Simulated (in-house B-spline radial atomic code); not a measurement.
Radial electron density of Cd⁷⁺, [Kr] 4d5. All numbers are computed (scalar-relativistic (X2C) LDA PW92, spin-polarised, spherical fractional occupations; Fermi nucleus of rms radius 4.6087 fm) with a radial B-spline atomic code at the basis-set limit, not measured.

One-electron X2C: radii and densities carry no picture-change correction, so inner-shell <1/r> comes out high (for 1s by about 2 % at Z = 33, 5 % at 54, 10 % at 75, 30 % at 118) and <r> low.

Columns: r (bohr), 4πr²n(r) (electrons per bohr), bar.

```
0.000902    1.625 #
 0.00109    2.209 #
 0.00133    3.041 ##
 0.00161    4.115 ##
 0.00195    5.545 ###
 0.00237    7.465 ####
 0.00288    9.971 ######
 0.00349    13.14 #######
 0.00423    17.12 ##########
 0.00514    22.08 ############
 0.00623    27.89 ################
 0.00756    34.57 ###################
 0.00917    41.75 ########################
  0.0111    48.85 ############################
  0.0135    55.33 ###############################
  0.0164    59.99 ##################################
  0.0199    62.01 ###################################
  0.0241    61.07 ##################################
  0.0292    57.84 #################################
  0.0355    54.12 ##############################
   0.043     52.8 ##############################
  0.0522    56.19 ################################
  0.0633    64.31 ####################################
  0.0768    73.61 #########################################
  0.0932    78.14 ############################################
   0.113    73.78 ##########################################
   0.137    62.82 ###################################
   0.166    53.71 ##############################
   0.202    53.78 ##############################
   0.245    60.54 ##################################
   0.297    62.52 ###################################
    0.36    51.97 #############################
   0.437     33.9 ###################
    0.53    20.73 ############
   0.643    17.56 ##########
    0.78    18.62 ##########
   0.947    16.65 #########
    1.15    10.97 ######
    1.39    5.329 ###
    1.69    1.805 #
    2.05   0.4282 
    2.49  0.06537 
    3.02  0.00603 
    3.66 0.0002978
```

On this grid the curve has 4 maxima, near 0.0199, 0.0932, 0.297, 0.78 bohr.

The 4d up radial function P(r) = rR(r), positive near the nucleus:

| r (bohr) | P |
| --- | --- |
| 0.0111 | 0.001688 |
| 0.0164 | 0.004844 |
| 0.0241 | 0.01328 |
| 0.0355 | 0.03492 |
| 0.0522 | 0.08511 |
| 0.0768 | 0.1871 |
| 0.113 | 0.3537 |
| 0.166 | 0.534 |
| 0.245 | 0.5589 |
| 0.36 | 0.2151 |
| 0.53 | -0.4662 |
| 0.78 | -1.02 |
| 1.15 | -0.9689 |
| 1.69 | -0.4824 |
| 2.49 | -0.1064 |
| 3.66 | -0.007615 |
